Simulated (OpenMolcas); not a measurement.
## OpenMolcas run: Fe III

Input:

```
&GATEWAY
Coord
1

Fe 0.0 0.0 0.0
Basis=ANO-RCC-VTZP
Group=XYZ
NoMove
AngMom=0.0 0.0 0.0
AMFI
&SEWARD
* reference wave functions (RASSCF and RASSI steps not shown): 6 electrons in 5 orbitals (3d)
>>> COPY JOB001 $Project.JobIph
&CASPT2
Multistate=5 1 2 3 4 5
Frozen=1 0
IPEA=0.25
Imaginary=0.1
MaxIter=60
WThr=0.0 0.3 0.05
PrWF=0.5
NoMix
>>> COPY JOB002 $Project.JobIph
&CASPT2
Multistate=45 1 2 3 4 5 6 7 8 9 10 11 12 13 14 15 16 17 18 19 20 21 22
23 24 25 26 27 28 29 30 31 32 33 34 35 36 37 38 39 40 41 42 43 44 45
Frozen=1 0
IPEA=0.25
Imaginary=0.1
MaxIter=60
WThr=0.0 0.3 0.05
PrWF=0.5
NoMix
>>> COPY JOB003 $Project.JobIph
&CASPT2
Multistate=50 1 2 3 4 5 6 7 8 9 10 11 12 13 14 15 16 17 18 19 20 21 22
23 24 25 26 27 28 29 30 31 32 33 34 35 36 37 38 39 40 41 42 43 44 45 46
47 48 49 50
Frozen=1 0
IPEA=0.25
Imaginary=0.1
MaxIter=60
WThr=0.0 0.3 0.05
PrWF=0.5
NoMix
```

Launched by
```bash
OMP_NUM_THREADS=1 MOLCAS_MEM=1689 MOLCAS_PROJECT=a pymolcas a.inp > a.log  # once for each step of the input, in one work folder
```

Output, cut to the results:

```
--- CASPT2 ---
Orbital specifications:
      -----------------------

      Symmetry species                           1   2
                                                ag  au
      Frozen orbitals                            1   0
      Inactive orbitals                          2   6
      Active orbitals                            5   0
      Secondary orbitals                        22  23
      Deleted orbitals                           0   0
      Number of basis functions                 30  29
Type of calculation                        MS-CASPT2
      Fock operator                              state-specific
      IPEA shift                                 0.25
      Real shift                                 0.00
      Imaginary shift                            0.10
      The input orbitals will be transformed to quasi-canonical
Reference energy:       -1270.5275859477
      E2 (Non-variational):      -0.4835721774
      Shift correction:          -0.0001226321
      E2 (Variational):          -0.4836948094
      Total energy:           -1271.0112807572
      Residual norm:              0.0000003979
      Reference weight:           0.94226
      Contributions to the CASPT2 correlation energy
      Active & Virtual Only:         -0.1347384336
      One Inactive Excited:          -0.2306567111
      Two Inactive Excited:          -0.1181770327
Reference energy:       -1270.5275859477
      E2 (Non-variational):      -0.4835769786
      Shift correction:          -0.0001226878
      E2 (Variational):          -0.4836996664
      Total energy:           -1271.0112856141
      Residual norm:              0.0000004390
      Reference weight:           0.94226
      Contributions to the CASPT2 correlation energy
      Active & Virtual Only:         -0.1347440616
      One Inactive Excited:          -0.2306557274
      Two Inactive Excited:          -0.1181771896
::    CASPT2 Root  1     Total energy:  -1271.01128076
::    CASPT2 Root  2     Total energy:  -1271.01128561
::    CASPT2 Root  3     Total energy:  -1271.01128334
::    CASPT2 Root  4     Total energy:  -1271.01128253
::    CASPT2 Root  5     Total energy:  -1271.01128638
::    MS-CASPT2 Root  1     Total energy:  -1271.01128714
::    MS-CASPT2 Root  2     Total energy:  -1271.01128614
::    MS-CASPT2 Root  3     Total energy:  -1271.01128322
::    MS-CASPT2 Root  4     Total energy:  -1271.01128258
::    MS-CASPT2 Root  5     Total energy:  -1271.01127955
--- CASPT2 ---
Orbital specifications:
      -----------------------

      Symmetry species                           1   2
                                                ag  au
      Frozen orbitals                            1   0
      Inactive orbitals                          2   6
      Active orbitals                            5   0
      Secondary orbitals                        22  23
      Deleted orbitals                           0   0
      Number of basis functions                 30  29
Type of calculation                        MS-CASPT2
      Fock operator                              state-specific
      IPEA shift                                 0.25
      Real shift                                 0.00
      Imaginary shift                            0.10
      The input orbitals will be transformed to quasi-canonical
Reference energy:       -1270.4260749554
      E2 (Non-variational):      -0.4935312323
      Shift correction:          -0.0001237061
      E2 (Variational):          -0.4936549384
      Total energy:           -1270.9197298937
      Residual norm:              0.0000001359
      Reference weight:           0.94054
      Contributions to the CASPT2 correlation energy
      Active & Virtual Only:         -0.1380346712
      One Inactive Excited:          -0.2425246088
      Two Inactive Excited:          -0.1129719522
Reference energy:       -1270.4260749554
      E2 (Non-variational):      -0.4933940450
      Shift correction:          -0.0001233265
      E2 (Variational):          -0.4935173716
      Total energy:           -1270.9195923269
      Residual norm:              0.0000001157
      Reference weight:           0.94060
      Contributions to the CASPT2 correlation energy
      Active & Virtual Only:         -0.1379719183
      One Inactive Excited:          -0.2425028557
      Two Inactive Excited:          -0.1129192710
::    CASPT2 Root  1     Total energy:  -1270.91972989
::    CASPT2 Root  2     Total energy:  -1270.91959233
::    CASPT2 Root  3     Total energy:  -1270.91955290
::    CASPT2 Root  4     Total energy:  -1270.91955455
::    CASPT2 Root  5     Total energy:  -1270.91954987
::    CASPT2 Root  6     Total energy:  -1270.91960063
::    CASPT2 Root  7     Total energy:  -1270.91960938
::    CASPT2 Root  8     Total energy:  -1270.91956932
::    CASPT2 Root  9     Total energy:  -1270.91955261
::    CASPT2 Root 10     Total energy:  -1270.91963137
::    CASPT2 Root 11     Total energy:  -1270.91960907
::    CASPT2 Root 12     Total energy:  -1270.92222577
::    CASPT2 Root 13     Total energy:  -1270.92224297
::    CASPT2 Root 14     Total energy:  -1270.92223398
::    CASPT2 Root 15     Total energy:  -1270.91391756
::    CASPT2 Root 16     Total energy:  -1270.91388519
::    CASPT2 Root 17     Total energy:  -1270.91345783
::    CASPT2 Root 18     Total energy:  -1270.91337169
::    CASPT2 Root 19     Total energy:  -1270.91370978
::    CASPT2 Root 20     Total energy:  -1270.91351327
::    CASPT2 Root 21     Total energy:  -1270.91358612
::    CASPT2 Root 22     Total energy:  -1270.89895848
::    CASPT2 Root 23     Total energy:  -1270.89918608
::    CASPT2 Root 24     Total energy:  -1270.89917986
::    CASPT2 Root 25     Total energy:  -1270.89902119
::    CASPT2 Root 26     Total energy:  -1270.89903999
::    CASPT2 Root 27     Total energy:  -1270.89912856
::    CASPT2 Root 28     Total energy:  -1270.89927232
::    CASPT2 Root 29     Total energy:  -1270.89905089
...
```

Levels above the lowest, from the spin-orbit matrix with the single-state CASPT2 energies, averaged by term, on its diagonal:

```tsv
Configuration	Term	J	E (eV)	Measured (eV)	Term weight %	Second
3d6	5D	4	0.0000	0.0000	100	
3d6	5D	3	0.0542	0.0541	100	
3d6	5D	2	0.0923	0.0916	100	
3d6	5D	1	0.1169	0.1156	100	
3d6	5D	0	0.1289	0.1274	100	
3d6	3P(1)	2	2.401	2.4059	100	
3d6	3H	6	2.522	2.4860	100	
3d6	3H	5	2.549	2.5170	99	
3d6	3P(1)	1	2.559	2.5650	100	
3d6	3H	4	2.569	2.5394	97	
3d6	3P(1)	0	2.626	2.6295	99	
3d6	3F(1)	4	2.685	2.6610	96	
3d6	3F(1)	3	2.712	2.6904	98	
3d6	3F(1)	2	2.731	2.7099	100	
3d6	3G	5	3.085	3.0449	99	
3d6	3G	4	3.132	3.0923	97	2 3F(1)
3d6	3G	3	3.154	3.1173	98	
3d6	1I	6	3.832	3.7637	100	
3d6	3D	1	3.856	3.8095	100	
3d6	3D	2	3.858	3.8083	99	
3d6	3D	3	3.874	3.8259	100	
3d6	1G(1)	4	3.923	3.8294	99	
3d6	1S(1)	0	4.379	4.3162	99	
3d6	1D(1)	2	4.568	4.4391	99
```

Against the 23 measured excited levels shown (Corliss and Sugar, J. Phys. Chem. Ref. Data 11, 135 (1982)) the mean absolute deviation is 280 cm-1; the largest miss in energy is 3d6 1D2(1): computed 4.568, measured 4.4391 eV (+2.9 %).

CASPT2 does not keep the components of a term degenerate, so their means are used; among the terms shown or strongly mixed into the levels shown the widest spread is 240 cm-1 (3d6 1G(1)). Computed and measured levels are paired by configuration, term and J; levels that our copy of the source lacks, or whose pairing is in doubt (as where it misses far off the trend of its configuration), stay unpaired and out of the deviations. Only configurations of the active space appear. The table shows the lowest 24 of 34 levels.

The term weight is that of the spin-free term in the level, not the purity of its configuration. A number in round brackets counts repeated terms of one configuration in the order of the reference energies.
